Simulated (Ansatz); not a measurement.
B2H6O2, SMILES `[BH2-]1[OH+][BH2-][OH+]1`, 10 atoms. The species carries charge 0 and has multiplicity 1. All runs use 2 threads of a server CPU on a shared host. Correlated methods freeze the cores.

How many basis functions does each run have, and how long does it take in Ansatz? RKS SPW92/def2-TZVPP energy; RKS PBE0-D4/def2-QZVPP energy; RKS PBE0-D4/def2-TZVP frequencies; RHF-CCSD(T)/def2-TZVPP energy; RKS PBE-QIDH (frozen core)/def2-TZVPP energy; RKS ωB97M-V/def2-QZVPP energy; direct RPA on PBE orbitals/def2-TZVPP energy; RKS PBE0-D4/def2-SVP energy; RHF-MP2/def2-QZVPP energy; RHF-CCSD(T)/def2-SVP energy; RKS PBE0-D4/def2-TZVP relaxation (6 steps); RKS ωB97X-V/def2-TZVPP energy. (Estimate.)

The calculation gave: Other jobs shared the machine, so times are rough.

```
                                level                   job  functions  wall time  peak host memory (GiB)
                 RKS PBE0-D4/def2-SVP                energy         86        1 s                    0.16
                 RKS SPW92/def2-TZVPP                energy        208      1.4 s                    0.22
                 RHF-CCSD(T)/def2-SVP                energy         86      2.4 s                    0.28
RKS PBE-QIDH (frozen core)/def2-TZVPP                energy        208      4.5 s                    0.45
direct RPA on PBE orbitals/def2-TZVPP                energy        208      4.9 s                    0.45
               RKS PBE0-D4/def2-QZVPP                energy        408        7 s                       1
               RKS ωB97X-V/def2-TZVPP                energy        208        7 s                    0.55
                RKS PBE0-D4/def2-TZVP  relaxation (6 steps)        160       16 s                    0.32
               RKS ωB97M-V/def2-QZVPP                energy        408       16 s                     1.3
                   RHF-MP2/def2-QZVPP                energy        408       20 s                     2.2
               RHF-CCSD(T)/def2-TZVPP                energy        208       24 s                       2
                RKS PBE0-D4/def2-TZVP           frequencies        160       55 s                    0.32
```
